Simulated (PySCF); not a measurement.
# A small calculation by hand: entropy of an ideal gas

Be(H)(NH2) (BeH3N), SMILES [BeH][NH2].

The structure is a stationary point at TPSSh-D3(BJ)/def2-TZVPD.

TPSSh-D3(BJ)/def2-TZVPD (PySCF) gives the harmonic wavenumbers 419, 433, 561, 709, 1094, 1584, 2156, 3560, 3633 cm⁻¹ and the rotational temperatures 17.8119, 1.1961, 1.1208 K. The molar mass is 26.04 g/mol, the symmetry number 2, the spin multiplicity 1.

Problem. Work out the entropy at 298.15 K and 1 atm in the rigid-rotor, harmonic-oscillator model.

Solution. 
Translation (Sackur–Tetrode at 1 atm): S = R[1.5 ln M + 2.5 ln T − 1.16487] = 149.4 J/(mol K).
Rotation: q = (√π/σ) T^1.5/√(θA θB θC) = 934, S = R[ln q + 3/2] = 69.3 J/(mol K).
Vibration: with u = 1.4388 ν/T, each mode gives R[u/(e^u − 1) − ln(1 − e^−u)]:
```csv
ν (cm⁻¹),modes,u,S (J/(mol K))
419,1,2.02,3.75
433,1,2.09,3.55
561,1,2.71,2.18
709,1,3.42,1.24
1094,1,5.28,0.27
1584,1,7.64,0.03
```
The stiffer modes add less than 0.005 each. Sum 11.0 J/(mol K).
Spin: R ln 1 = 0.0 J/(mol K).
Total 229.8 J/(mol K); the program's own thermochemistry gives 229.8. Translation makes up 65 % and vibration 5 %. Anharmonicity, hindered rotation and orbital degeneracy are left out.
